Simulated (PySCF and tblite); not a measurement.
Values are calculated unless marked as measured or tabulated.
Stationary points of C5H9O2S (charge -1) at GFN2-xTB, in Å:

Structure A

```
 1 C    -2.319    0.981   -0.304
 2 C    -1.250    0.160   -0.188
 3 C    -1.156   -0.735    1.024
 4 C    -0.236    0.051   -1.161
 5 S     1.299   -0.611   -0.855
 6 C     2.214    0.376    0.448
 7 O     1.287   -1.964   -0.299
 8 O     2.128   -0.451   -2.047
 9 H    -2.434    1.649   -1.143
10 H    -3.118    0.977    0.421
11 H    -0.766   -0.175    1.878
12 H    -2.140   -1.116    1.302
13 H    -0.490   -1.568    0.823
14 H    -0.160    0.788   -1.940
15 H     1.654    0.319    1.372
16 H     3.195   -0.065    0.563
17 H     2.286    1.397    0.097
```

Structure B

```
 1 C    -2.483   -0.001   -0.685
 2 C    -1.285    0.296   -0.197
 3 C    -1.021    0.142    1.285
 4 C    -0.209    0.768   -1.093
 5 S     1.148   -0.281   -1.081
 6 C     2.251   -0.288    0.475
 7 O     0.741   -1.680   -1.201
 8 O     2.107    0.172   -2.090
 9 H    -2.687    0.079   -1.739
10 H    -3.296   -0.350   -0.062
11 H    -0.448    0.989    1.666
12 H    -1.947    0.054    1.857
13 H    -0.433   -0.762    1.439
14 H     0.191    1.739   -0.786
15 H     1.817   -0.937    1.224
16 H     3.210   -0.667    0.148
17 H     2.345    0.728    0.838
```

Structure C

```
 1 C    -1.478   -0.885   -0.103
 2 C    -1.024    0.328    0.270
 3 C    -1.729    1.069    1.387
 4 C     0.049    1.030   -0.323
 5 S     1.210    0.227   -1.276
 6 C     2.016   -1.136   -0.282
 7 O     0.671   -0.467   -2.439
 8 O     2.306    1.151   -1.572
 9 H    -1.020   -1.426   -0.911
10 H    -2.351   -1.329    0.352
11 H    -2.032    2.061    1.053
12 H    -2.613    0.526    1.719
13 H    -1.061    1.197    2.242
14 H     0.514    1.843    0.207
15 H     1.219   -1.720    0.160
16 H     2.614   -1.736   -0.955
17 H     2.631   -0.671    0.478
```

Level: PBE0/pcSseg-1 + D3(BJ), IEF-PCM dimethylsulfoxide on GFN2-xTB stationary points, with GFN2-xTB thermal terms.

**Question.** Which structure is a saddle point, and along which motion?

**Answer.** B: one imaginary mode (112i cm⁻¹ at GFN2-xTB, mostly on C1, C3, C4), along the rotation about the C2–C4 bond (torsion C1–C2–C4–S5 from 162° to 341°, rising).

**Question.** Give their symmetry and energies above the lowest.

**Answer.** A C1, 2.4 kcal/mol; B C1, 13.0 kcal/mol; C C1, 0.0 kcal/mol.

The ion is treated without a counter-ion.
